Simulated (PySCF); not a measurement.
# Stretching SbN⁺

Set-up: basis Sb def2-SVPD with ECP28, N def2-SVPD; scalar-relativistic core potentials; PySCF 2.14. Energies in eV from Sb⁺ + N in their ground configurations at the same level. All curves are PBE0. state 1: ²Π (doublet), unpaired electrons π ↑; state 2: Ms = 0.5 determinant of mixed spin (⟨S²⟩ near 1.1), unpaired electrons σ ↑, a second solution, started from another occupation; state 3: ⁴Π (quartet), unpaired electrons π ↑↑↑, a second solution, started from another occupation; state 4: Ms = 0.5 determinant of mixed spin (⟨S²⟩ near 1.8), unpaired electrons π ↑↑↓, a mixture of terms (⟨Lz²⟩ = 3.0), a second solution, started from another occupation.

```json
{"R (Å)": "1.682", "state 1": "-0.965", "state 2": "-1.522", "state 3": "2.086", "state 4": "2.7066"}
{"R (Å)": "1.760", "state 1": "-1.681", "state 2": "-1.908", "state 3": "0.794", "state 4": "1.4060"}
{"R (Å)": "1.839", "state 1": "-2.036", "state 2": "-2.008", "state 3": "-0.081", "state 4": "0.5235"}
{"R (Å)": "1.897", "state 1": "-2.143", "state 2": "-1.972", "state 3": "-0.531", "state 4": "0.0690"}
{"R (Å)": "1.956", "state 1": "-2.163", "state 2": "-1.882", "state 3": "-0.844", "state 4": "-0.2472"}
{"R (Å)": "2.015", "state 1": "-2.126", "state 2": "-1.763", "state 3": "-1.048", "state 4": "-0.4531"}
{"R (Å)": "2.093", "state 1": "-2.014", "state 2": "-1.584", "state 3": "-1.188", "state 4": "-0.5949"}
{"R (Å)": "2.191", "state 1": "-1.812", "state 2": "-1.361", "state 3": "-1.210", "state 4": "-0.6160"}
{"R (Å)": "2.308", "state 1": "-1.524", "state 2": "-1.121", "state 3": "-1.090", "state 4": "-0.4897"}
{"R (Å)": "2.465", "state 1": "-1.142", "state 2": "-0.869", "state 3": "-0.805", "state 4": "-0.1803"}
```

**Question.** Put a parabola through the three lowest points of the state 1 curve and estimate Re, k and ωe (reduced mass 12.55 u; 1 eV/Å² = 0.16022 mdyn/Å; ωe = 1302.8·√(k/μ) cm⁻¹).

**Answer.** Through R = 1.897, 1.956, 2.015 Å the second-order coefficient is 8.19 eV/Å², so Re ≈ 1.947 Å, k ≈ 2.62 mdyn/Å and ωe ≈ 596 cm⁻¹. A polynomial fit of higher order to the unrounded PBE0 energies gives Re = 1.943 Å, k = 2.94 mdyn/Å, ωe = 631 cm⁻¹; anharmonicity and rounding make the difference.

The higher-order fit for each curve: state 1: Re = 1.943 Å, ωe = 631 cm⁻¹, De = 2.17 eV; state 2: Re = 1.840 Å, ωe = 740 cm⁻¹, minimum 2.01 eV below the ground-state fragments; state 3: Re = 2.156 Å, ωe = 547 cm⁻¹, minimum 1.22 eV below the ground-state fragments; state 4: Re = 2.155 Å, ωe = 556 cm⁻¹, minimum 0.62 eV below the ground-state fragments.

⟨S²⟩ is raised (SbN⁺ 1.04), so spin contamination touches these numbers. ⟨S²⟩ of the unrestricted solution departs from its pure value on part of the curve, where spin states mix. Spin–orbit coupling is left out, which matters for elements this heavy, above all for dissociation energies. For an ion De counts to the pair picked by the measured ionisation energies or electron affinities, which need not be the lowest pair at this level. The state was picked by a PBE0 search and need not be the measured ground state.
